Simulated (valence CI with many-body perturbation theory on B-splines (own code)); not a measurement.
**E1 line list for Re LXXI**

Method: valence CI with perturbative core correlation (CI+MBPT): three valence electrons over a frozen Dirac-Fock core [He], a basis of 11 s, 11 p, 9 d, 7 f, 5 g, 2 h, 1 i functions for each j, with the one-electron correlation potential Σ1, the two-electron term Σ2, the three-electron term Σ3, Breit, model QED; selected CI, second order for the rest (own B-spline code, finite nucleus).

No measured spectrum was set against this ion. As an estimate, large intervals hold to a few tenths of a per cent, small ones and those within an open d or f shell to about a per cent.

Lines 51 to 100 of 285 in falling wavelength, among levels below 13796 eV, chosen from the strongest by gf and those to the six lowest levels. Wavelengths and rates use the calculated energies. Electric multipoles are in the length gauge, E1 and E2 with the static RPA response of the core. Weak lines are less certain than strong ones. Lines between different terms over intervals too small for the method are left out, as are lines whose strength nearly cancels. The highest levels of a list are the least certain.

Levels are named by their leading jj configuration (3d3/2^4 stands for four electrons in 3d with j = 3/2), which in mixed levels can hold well under half, so a name can repeat and another be missing. Letters in brackets count levels of one name in rising energy.

```csv
λ vac (nm),Upper,Lower,A (s⁻¹),log gf,Branch %
2.253,(2s 2p3/2 3p3/2) J=3/2 [b],(2s 2p3/2 3s) J=3/2 [b],7.35e+11,-0.65,0.3
2.250,(2s^2 3p3/2) J=3/2,(2s^2 3s) J=1/2,1.65e+12,-0.30,10.4
2.244,(2p1/2 2p3/2 3p3/2) J=5/2 [b],(2p1/2 2p3/2 3s) J=3/2 [b],7.41e+11,-0.47,0.1
2.232,(2s 2p1/2 3p3/2) J=5/2,(2s 2p1/2 3s) J=3/2,1.48e+12,-0.18,1.1
2.225,(2s 2p3/2 3p3/2) J=3/2 [b],(2s 2p3/2 3s) J=1/2,9.77e+11,-0.54,0.3
2.224,(2s 2p1/2 3p3/2) J=3/2 [b],(2s 2p1/2 3s) J=3/2,7.92e+11,-0.63,0.2
2.209,(2p1/2 2p3/2 3p3/2) J=5/2 [b],(2p1/2 2p3/2 3s) J=5/2,7.85e+11,-0.46,0.1
2.208,(2s 2p3/2 3p3/2) J=1/2 [b],(2s 2p3/2 3s) J=1/2,1.40e+12,-0.69,5.6
2.178,(2s 2p3/2 3p3/2) J=5/2 [a],(2s 2p3/2 3s) J=5/2,9.91e+11,-0.37,0.3
2.157,(2p1/2 2p3/2 3p3/2) J=1/2 [b],(2p1/2 2p3/2 3s) J=3/2 [b],1.51e+12,-0.68,0.3
0.9702,(2s^2 2p3/2) J=3/2,(2s 2p1/2^2) J=1/2,4.39e+10,-2.61,72.2
0.7079,(2s 2p1/2 2p3/2) J=3/2 [a],(2s^2 2p1/2) J=1/2,1.17e+11,-2.46,85.7
0.7008,(2s 2p3/2^2) J=5/2,(2s^2 2p3/2) J=3/2,3.04e+12,-0.87,98.5
0.6908,(2p1/2 2p3/2^2) J=3/2,(2s 2p1/2 2p3/2) J=1/2,7.81e+12,-0.65,38.0
0.6835,(2p1/2 2p3/2 3d5/2) J=5/2 [a],(2s 2p1/2 3d5/2) J=5/2 [b],3.59e+12,-0.82,0.2
0.6830,(2p1/2 2p3/2^2) J=5/2,(2s 2p1/2 2p3/2) J=3/2 [b],9.55e+12,-0.40,49.0
0.6814,(2p1/2 2p3/2 3d3/2) J=5/2 [a],(2s 2p1/2 3d3/2) J=5/2,5.00e+12,-0.68,2.2
0.6801,(2p1/2 2p3/2 3d5/2) J=9/2,(2s 2p1/2 3d5/2) J=7/2,8.29e+12,-0.24,41.6
0.6801,(2p1/2 2p3/2 3s) J=3/2 [b],(2s 2p1/2 3s) J=1/2 [b],7.50e+12,-0.68,2.3
0.6797,(2p3/2^3) J=3/2,(2s 2p3/2^2) J=3/2,2.01e+13,-0.25,65.4
0.6797,(2p1/2 2p3/2 3p3/2) J=7/2,(2s 2p1/2 3p3/2) J=5/2,9.31e+12,-0.29,2.2
0.6771,(2s 2p3/2 3d5/2) J=7/2 [b],(2s^2 3d5/2) J=5/2,1.13e+13,-0.21,1.8
0.6770,(2p1/2 2p3/2 3d5/2) J=5/2 [b],(2s 2p1/2 3d5/2) J=3/2,3.95e+12,-0.79,0.2
0.6761,(2s 2p3/2 3p3/2) J=5/2 [b],(2s^2 3p3/2) J=3/2,1.27e+13,-0.28,4.1
0.6759,(2p1/2 2p3/2 3d3/2) J=5/2 [b],(2s 2p1/2 3d3/2) J=3/2 [b],8.24e+12,-0.47,0.4
0.6757,(2p1/2 2p3/2 3d5/2) J=7/2 [a],(2s 2p1/2 3d5/2) J=5/2 [a],7.18e+12,-0.41,11.0
0.6754,(2p1/2 2p3/2 3d3/2) J=7/2,(2s 2p1/2 3d3/2) J=5/2,8.31e+12,-0.34,13.9
0.6752,(2p1/2 2p3/2 3p3/2) J=5/2 [a],(2s 2p1/2 3p3/2) J=3/2 [a],6.32e+12,-0.59,1.0
0.6750,(2s 2p3/2 3d3/2) J=3/2 [b],(2s^2 3d3/2) J=3/2,1.20e+13,-0.49,0.7
0.6749,(2p1/2 2p3/2 3p1/2) J=5/2,(2s 2p1/2 3p1/2) J=3/2,9.36e+12,-0.42,1.1
0.6744,(2p1/2 2p3/2 3p1/2) J=3/2 [b],(2s 2p1/2 3p1/2) J=1/2 [b],9.46e+12,-0.59,1.2
0.6742,(2p1/2 2p3/2 3d5/2) J=7/2 [b],(2s 2p1/2 3d5/2) J=5/2 [b],4.43e+12,-0.62,0.2
0.6722,(2s 2p3/2 3d3/2) J=5/2 [b],(2s^2 3d3/2) J=3/2,1.17e+13,-0.32,0.7
0.6716,(2p1/2 2p3/2 3s) J=5/2,(2s 2p1/2 3s) J=3/2,9.23e+12,-0.43,4.9
0.6715,(2s 2p3/2 3p1/2) J=1/2,(2s^2 3p1/2) J=1/2,1.37e+13,-0.73,2.8
0.6713,(2s 2p3/2 3s) J=1/2,(2s^2 3s) J=1/2,1.36e+13,-0.74,3.3
0.6712,(2p1/2 2p3/2 3d5/2) J=3/2 [b],(2s 2p1/2 3d5/2) J=5/2 [b],6.88e+12,-0.73,0.4
0.6710,(2s 2p3/2 3p1/2) J=3/2 [b],(2s^2 3p1/2) J=1/2,1.31e+13,-0.45,4.1
0.6702,(2p1/2 2p3/2 3p3/2) J=5/2 [b],(2s 2p1/2 3p3/2) J=3/2 [b],4.58e+12,-0.73,0.8
0.6699,(2p1/2 2p3/2 3d3/2) J=3/2 [a],(2s 2p1/2 3d3/2) J=3/2 [a],7.73e+12,-0.68,1.3
0.6698,(2p1/2 2p3/2 3d5/2) J=7/2 [b],(2s 2p1/2 3d5/2) J=7/2,4.82e+12,-0.59,0.2
0.6697,(2p1/2 2p3/2 3p3/2) J=3/2 [a],(2s^2 3d5/2) J=5/2,6.18e+12,-0.78,0.6
0.6697,(2p1/2 2p3/2 3d3/2) J=5/2 [a],(2s 2p1/2 3d3/2) J=3/2 [a],4.38e+12,-0.75,2.0
0.6695,(2p1/2 2p3/2 3p3/2) J=5/2 [b],(2s 2p1/2 3p3/2) J=5/2,4.42e+12,-0.75,0.7
0.6695,(2s 2p3/2 3d5/2) J=5/2 [b],(2s^2 3d5/2) J=5/2,1.05e+13,-0.37,0.5
0.6691,(2s 2p3/2 3p3/2) J=3/2 [b],(2s^2 3p3/2) J=3/2,1.30e+13,-0.46,4.6
0.6691,(2p1/2 2p3/2 3p1/2) J=3/2 [a],(2s 2p1/2 3p1/2) J=1/2 [a],5.64e+12,-0.82,0.7
0.6688,(2s 2p3/2 3s) J=3/2 [b],(2s^2 3s) J=1/2,1.28e+13,-0.46,6.4
0.6688,(2s 2p3/2 3d3/2) J=1/2 [b],(2s^2 3d3/2) J=3/2,1.37e+13,-0.73,0.7
0.6677,(2p1/2 2p3/2 3s) J=3/2 [a],(2s 2p1/2 3s) J=1/2 [a],7.81e+12,-0.68,4.5
```
